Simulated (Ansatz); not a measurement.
Ansatz (a quantum-chemistry and plane-wave program) input (SVWN5/def2-TZVP):

Ansatz 0.2 input:
```yaml
crystal:
  periodic: [false, false, false]
  atoms:
    - {symbol: Al, position_ang: [-0.00000000, -0.00000000, -0.00000000]}
    - {symbol: O, position_ang: [1.08387014, 0.23684392, -1.15591815]}
    - {symbol: H, position_ang: [1.97421996, 0.32657496, -1.49885011]}
    - {symbol: O, position_ang: [-1.08387014, -0.23684392, 1.15591815]}
    - {symbol: H, position_ang: [-1.97421996, -0.32657496, 1.49885011]}
basis:
  gaussian:
    orbitals: def2-TZVP
hamiltonian:
  xc: {name: SVWN5}
total_charge: 1
relax: {f_tol: 0.003, max_steps: 100}
```

Output:

```
Functional definition: SVWN5
integrals: 0.03 GiB planned
649 factors; their error is unknown
mean field: 0.24 GiB planned
mean field evaluation 1: about -10629.3020 eV, gradient 1.5e2 eV
mean field evaluation 2: about -10476.6939 eV, gradient 2.6e2 eV
mean field evaluation 4: about -10662.0519 eV, gradient 1.3e1 eV
mean field evaluation 8: about -10662.3598 eV, gradient 2.3e-1 eV
mean field evaluation 16: about -10662.3598 eV, gradient 1.2e-5 eV
mean field -10662.35980525 eV, -391.8344956358 hartree, gradient 1.2e-5 eV, S^2 0.000000; 0 other end points of the search recorded, 0 dependent functions left out
the calculation of the forces begins
reference -10662.35984005 eV, -391.8344969146 hartree; 15, 15 occupied and 96, 96 virtual orbitals, 649 factors
relax step   1: F+E_penalty+E_count = -10662.35980525 eV  Δ(F+E_penalty+E_count) = +0.000e0 eV  max|allowed force component| = 6.423e-1 eV/Å  Δτ_max = 0.0000 Å  (28 SCF iters, accepted)
these checks for a lower state are left out or cut short: starts, cluster_reference, orbital_swaps, neighbouring_geometries, increment
integrals: 0.03 GiB planned
649 factors; their error is unknown
mean field: 0.24 GiB planned
mean field -10662.36573365 eV, -391.8347135004 hartree, gradient 6.8e-6 eV, S^2 0.000000; 0 other end points of the search recorded, 0 dependent functions left out
the calculation of the forces begins
reference -10662.36576849 eV, -391.8347147808 hartree; 15, 15 occupied and 96, 96 virtual orbitals, 649 factors
relax step   2: F+E_penalty+E_count = -10662.36573365 eV  Δ(F+E_penalty+E_count) = -5.928e-3 eV  max|allowed force component| = 1.776e-1 eV/Å  Δτ_max = 0.0053 Å  (29 SCF iters, accepted)
these checks for a lower state are left out or cut short: starts, cluster_reference, orbital_swaps, neighbouring_geometries, increment
integrals: 0.03 GiB planned
649 factors; their error is unknown
mean field: 0.24 GiB planned
mean field evaluation 32: about -10662.3662 eV, gradient 6.6e-6 eV
mean field -10662.36619747 eV, -391.8347305457 hartree, gradient 6.6e-6 eV, S^2 0.000000; 0 other end points of the search recorded, 0 dependent functions left out
the calculation of the forces begins
reference -10662.36623233 eV, -391.8347318266 hartree; 15, 15 occupied and 96, 96 virtual orbitals, 649 factors
relax step   3: F+E_penalty+E_count = -10662.36619747 eV  Δ(F+E_penalty+E_count) = -4.638e-4 eV  max|allowed force component| = 9.337e-3 eV/Å  Δτ_max = 0.0018 Å  (29 SCF iters, accepted)
these checks for a lower state are left out or cut short: starts, cluster_reference, orbital_swaps, neighbouring_geometries, increment
integrals: 0.03 GiB planned
649 factors; their error is unknown
mean field: 0.24 GiB planned
mean field -10662.36620150 eV, -391.8347306938 hartree, gradient 2.8e-5 eV, S^2 0.000000; 0 other end points of the search recorded, 0 dependent functions left out
the calculation of the forces begins
reference -10662.36623635 eV, -391.8347319746 hartree; 15, 15 occupied and 96, 96 virtual orbitals, 649 factors
relax step   4: F+E_penalty+E_count = -10662.36620150 eV  Δ(F+E_penalty+E_count) = -4.028e-6 eV  max|allowed force component| = 1.522e-3 eV/Å  Δτ_max = 0.0003 Å  (18 SCF iters, accepted)
integrals: 0.03 GiB planned
649 factors; their error is unknown
mean field: 0.24 GiB planned
mean field -10662.36620150 eV, -391.8347306938 hartree, gradient 2.8e-5 eV, S^2 0.000000; 1 other end points of the search recorded, 0 dependent functions left out
the calculation of the forces begins
reference -10662.36623635 eV, -391.8347319746 hartree; 15, 15 occupied and 96, 96 virtual orbitals, 649 factors
Total energy: -10662.36623635 eV, -391.8347319746 hartree
Atom 0 at     0.000000    -0.000000     0.000000 Å, force     0.000000     0.000000    -0.000000 eV/Å
Atom 1 at     1.079451     0.236415    -1.154314 Å, force    -0.000779     0.000236    -0.001522 eV/Å
Atom 2 at     1.979377     0.327133    -1.501059 Å, force    -0.000141    -0.000245     0.001391 eV/Å
Atom 3 at    -1.079451    -0.236415     1.154314 Å, force     0.000779    -0.000236     0.001522 eV/Å
Atom 4 at    -1.979377    -0.327133     1.501059 Å, force     0.000141     0.000245    -0.001391 eV/Å
Dipole moment:     0.000000     0.000000     0.000000 e Å
```

It need not be the lowest isomer of its formula.
